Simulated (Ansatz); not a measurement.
The cluster GeO₄, relaxed as a singlet with RKS r2SCAN-D4/def2-SVP in Ansatz, starting from the GFN1-xTB geometry. Force threshold 0.02 eV/Å.

The structure holds one bond between oxygen atoms, so isomers without such links may lie far lower. The restricted singlet is unstable towards broken spin symmetry in Hartree–Fock (as tested in another run); at r2SCAN-D4/def2-SVP this wasn't settled. Another isomer (singlet) lies 1.01 eV lower at PBE0-D4/def2-TZVP; other spin states weren't run for this one.

Start:

```xyz
5

Ge   -0.854    0.351    0.116
O     1.818   -0.863   -0.636
O     1.232   -0.352    0.300
O    -0.733    1.625    1.079
O    -1.463   -0.761   -0.859
```

```tsv
step	energy (eV)	largest force component (eV/Å)	SCF passes
1	-64681.9936	1.622	52
2	-64682.0434	2.594	38
3	-64682.0530	1.394	37
4	-64682.1679	0.705	33
5	-64682.2317	0.226	40
6	-64682.2486	0.135	31
7	-64682.2573	0.313	31
8	-64682.2612	0.067	24
9	-64682.2632	0.032	24
10 (rejected)	-64682.2630	0.135	25
11	-64682.2635	0.020	26
```

Force components are those of the run's own axes.

End:

```xyz
5

Ge   -0.8939    0.1822   -0.0031
O     1.9307   -0.3509   -0.4450
O     1.0718   -0.4574    0.4253
O    -0.2433    1.4306    0.8782
O    -1.8652   -0.8044   -0.8555
```

By distances, no bond broke or formed. The bond that changes most is Ge1–O3, from 2.21 to 2.11 Å (atoms count from 1).

No frequencies were taken in this run, so the end may be a saddle point.

Hardware: 4 threads of Arm Neoverse V1 on a shared host. Wall time 13 s.
